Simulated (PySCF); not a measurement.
**Radial density of V(2+) (vanadium, charge +2)**

TPSS, [Ar] 3d2 4s1, high-spin 4F determinant (an excited configuration). All numbers are calculated (PySCF 2.14, no relativity, point nucleus, in def2-TZVPPD (6s6p4d2f1g, 67 functions)).

```tsv
r (bohr)	4πr²ρ (e/bohr)	4πr²(ρα − ρβ)
0.000940	0.08677	0.0001
0.00158	0.2391	0.0002
0.00266	0.6421	0.0004
0.00447	1.673	0.0012
0.00752	4.113	0.0028
0.0127	9.206	0.0060
0.0213	17.56	0.0107
0.0358	25.85	0.0128
0.0602	25.95	0.0055
0.101	20.64	0.0045
0.170	27.17	0.0692
0.287	25.11	0.2672
0.482	9.357	0.9631
0.811	11.58	1.7190
1.36	5.038	1.1254
2.29	0.8282	0.6482
3.86	0.2149	0.2146
6.49	0.0006109	0.0006
10.9	2.672e-05	0.0000
```
